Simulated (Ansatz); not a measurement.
A run on `C#[C][SnH2][C]#C` with other settings.

```yaml
crystal:
  periodic: [false, false, false]
  atoms:
    - {symbol: C, position_ang: [1.778880, 2.162188, 0.086329]}
    - {symbol: C, position_ang: [1.316410, 1.049399, 0.129489]}
    - {symbol: Sn, position_ang: [0.556434, -0.881384, 0.212962]}
    - {symbol: C, position_ang: [-1.474925, -0.774603, -0.205006]}
    - {symbol: C, position_ang: [-2.656266, -0.734517, -0.443475]}
    - {symbol: H, position_ang: [2.181513, 3.148637, 0.046640]}
    - {symbol: H, position_ang: [1.318422, -1.829472, -0.971632]}
    - {symbol: H, position_ang: [0.768543, -1.494061, 1.782168]}
    - {symbol: H, position_ang: [-3.700511, -0.692585, -0.654575]}
basis:
  gaussian: {orbitals: x2c-TZVPPall}
hamiltonian: {xc: {name: PBE0}, dispersion: d3bjatm}
accuracy: high
output: {forces: true}
```

```sh
$ ansatz run in.yaml --threads 4 --pin off --events-out ev --progress --plain --max-ram 10444MiB
```

Output, abridged:

```
Functional definition: PBE0
3959 factors; integrals over basis functions are off by at most 1.7e-7 eV
mean field evaluation 1: about -172262.5774 eV, gradient 6.4e1 eV
mean field evaluation 2: about -172257.5661 eV, gradient 7.5e1 eV
mean field evaluation 4: about -172272.1482 eV, gradient 9.0e0 eV
mean field evaluation 8: about -172272.5084 eV, gradient 9.3e-1 eV
mean field evaluation 16: about -172272.5105 eV, gradient 1.3e-4 eV
mean field -172272.51054767 eV, -6330.8979921253 hartree, gradient 3.0e-8 eV, S^2 0.000000; 0 other end points of the search recorded, 0 dependent functions left out
reference -172272.51055078 eV, -6330.8979922396 hartree; 39, 39 occupied and 201, 201 virtual orbitals, 3959 factors
Total energy: -172272.68512029 eV, -6330.9044075508 hartree
Relativity: scalar
Atom 0 at     1.778880     2.162188     0.086329 Å, force    -0.006325    -0.006184    -0.000438 eV/Å
Atom 1 at     1.316410     1.049399     0.129489 Å, force     0.033745     0.072953    -0.002136 eV/Å
Atom 2 at     0.556434    -0.881384     0.212962 Å, force     0.006882    -0.011200     0.002279 eV/Å
Atom 3 at    -1.474925    -0.774603    -0.205006 Å, force    -0.078685     0.000566    -0.014938 eV/Å
Atom 4 at    -2.656266    -0.734517    -0.443475 Å, force     0.008034     0.001995     0.002345 eV/Å
Atom 5 at     2.181513     3.148637     0.046640 Å, force    -0.010657    -0.028083     0.001222 eV/Å
Atom 6 at     1.318422    -1.829472    -0.971632 Å, force     0.012784    -0.016821    -0.018094 eV/Å
Atom 7 at     0.768543    -1.494061     1.782168 Å, force     0.004588    -0.011586     0.024961 eV/Å
Atom 8 at    -3.700511    -0.692585    -0.654575 Å, force     0.029633    -0.001641     0.004799 eV/Å
Dipole moment:     0.014611    -0.023452     0.006273 e Å
```

It took 19 s on 4 threads of an Arm Neoverse V1 on a shared host, with 1.6 GiB of host memory at the peak.
